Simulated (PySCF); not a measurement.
In(H)2(NHMe) (CH₆InN), SMILES C[NH][InH2].

Coordinates come from a B3LYP-D3(BJ)/def2-SVP optimisation. The def2 effective core potentials stand for the cores of In; spin–orbit coupling is left out.

Calculation: B3LYP-D3(BJ)/def2-SVP (PySCF).

Frequencies are harmonic and unscaled.

```
mode  ν (cm⁻¹)  IR (km/mol)  Raman (Å⁴/amu)  depolarisation  moving atoms (share of kinetic energy)
----  --------  -----------  --------------  --------------  --------------------------------------
1          138          9.6             0.3            0.75                          H 70 %, N 27 %
2          203          1.4             3.0            0.37                  H 42 %, C 33 %, N 19 %
3          239          6.2            12.8            0.75                          H 87 %, N 10 %
4          399         56.2            18.7            0.57                          H 73 %, C 12 %
5          464        152.7             3.0            0.75                                  H 93 %
6          529        144.2            15.0            0.03                 H 55 %, N 33 %, In 10 %
7          538          1.2             0.1            0.75                                  H 96 %
8          578         27.1            15.2            0.67                          H 66 %, N 28 %
9         1076         10.9             4.3            0.59                          H 86 %, C 12 %
10        1128          0.1             0.7            0.75                          H 76 %, C 19 %
11        1136         96.8            23.2            0.45                  N 49 %, C 38 %, H 13 %
12        1369         10.8             6.1            0.12                  H 72 %, N 17 %, C 11 %
13        1448         47.2            20.3            0.64                          H 86 %, C 14 %
14        1460          1.0            22.8            0.75                                  H 96 %
15        1490          5.3            46.1            0.62                                  H 97 %
16        1792         50.1           262.2            0.18                                 H 100 %
17        1801        261.1            60.9            0.71                                  H 99 %
18        2957        145.3           305.0            0.10                                  H 97 %
19        2999         57.0           218.7            0.75                          H 90 %, C 10 %
20        3083         20.8            58.1            0.74                           H 91 %, C 9 %
21        3570          7.8           147.2            0.22                                  H 93 %
```
